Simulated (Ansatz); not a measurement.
## GaH5NP: structure from calculated spectroscopic constants

These gas-phase data were calculated for one isomer of GaH5NP at PBE0-D3(BJ)/def2-SVP (harmonic, unscaled wavenumbers; equilibrium rotational constants with average atomic masses):

- rotational constants: 14.08, 2.932, 2.469 GHz
- all wavenumbers above 1500 cm⁻¹: 3728, 3620, 2418, 2401, 1988, 1523

Candidates:

(1) `[NH2+]1[PH][GaH2-]1`, a singlet
(2) `[NH2][GaH][PH2]`, a singlet
(3) `P[NH][GaH2]`, a singlet

Problem. Which structure fits?

Solution. Candidate (2). 2 modes lie between 3250 and 3800 cm⁻¹, one for each N–H bond, while (3) has 1. 2 modes lie between 2250 and 2520 cm⁻¹, one for each P–H bond, while (1) has 1.

The same quantities for all candidates:

```tsv
	rotational constants (GHz)	wavenumbers above 1500 cm⁻¹	E above the lowest, PBE0-D3(BJ)/def2-SVP (kcal/mol)
(1)	11.63, 3.557, 2.958	3655, 3555, 2401, 1997, 1990, 1544	16.8
(2)	14.08, 2.932, 2.469	3728, 3620, 2418, 2401, 1988, 1523	0.0
(3)	29.07, 2.034, 1.932	3626, 2362, 2360, 2010, 1997	18.2
```

Harmonic stretches to hydrogen usually lie a few per cent above observed fundamentals. Each candidate is one conformer. Programs: Ansatz 0.2.0.
